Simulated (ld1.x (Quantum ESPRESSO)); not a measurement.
# What one change does to a pseudopotential (silicon, PAW)

ld1.x (Quantum ESPRESSO) 7.5 input, shortened:

```
&input
   title='Si', zed=14., rel=1, dft='PBE', iswitch=3,
   config='[Ne] 3s2 3p0'
 /
 &inputp
   pseudotype=3, lpaw=.true., tm=.true., lloc=-1, rcloc=1.55,
   nlcc=.true.,
   which_augfun='PSQ', rmatch_augfun_nc=.true.
 /
4
3S  1  0   2.00   0.00  1.20  1.45  0.0
3S  1  0   0.00  -1.75  1.20  1.45  0.0
3P  2  1   0.00   0.00  1.65  2.00  0.0
3P  2  1   0.00   0.05  1.65  2.00  0.0
 &test
   configts(1)='3s2 3p0'
 /
```

Change: waves 3p (bound): rcut 1.36, rcutus 1.44 bohr; 3p channel at 0.05 Ry: rcut 1.36, rcutus 1.44 bohr.

Cutoffs: the cutoffs (Ry, on a coarse ladder) from which the occupation-weighted sum of valence levels, in a spherical-Bessel basis at the reference potential, stays within 10 and 1 mRy of its value at 400 Ry; they do not see the model core or the augmentation charge, which bear on the density cutoff. Errors are all-electron minus pseudo energies relative to the spin-unpolarised reference configuration.

Problem. What does the change do?

Solution. The potential gets neither clearly harder nor softer (21 Ry and 21 Ry → 21 Ry and 21 Ry); both files keep a bound ghost (s); of the 7 tests that both files solve, the error grows in 1 and shrinks in 5 by more than 15 % and 0.3 meV (median size 3.4 → 2.8 meV).

```csv
quantity,base,changed
"cutoff, loose",21 Ry,21 Ry
"cutoff, tight",21 Ry,21 Ry
bound ghosts,s,s
"error for 3s2 3p2, meV [ΔE -23.73 eV]",-6.5,-4.1
"error for 3s2 3p1, meV [ΔE -15.99 eV]",-3.4,-2.8
"error for 3s1 3p0, meV [ΔE 33.97 eV]",-21,-21
"error for 3s1 3p2, meV [ΔE -8.56 eV]",-0.9,-0.4
"error for 3s2 3p1.5, meV [ΔE -20.81 eV]",-5.4,-4.0
"error for 3s0 3p4, meV [ΔE -9.95 eV]",-0.3,+0.9
"error for 3s1 3p3, meV [ΔE -16.92 eV]",-2.7,-0.3
lowest overlap eigenvalue by channel,"s 0.60, p 0.77","s 0.60, p 0.77"
```

 A true bound ghost makes a file unfit for plane-wave use even where its test errors are small: the radial tests pick states by their node count and pass the ghost by.
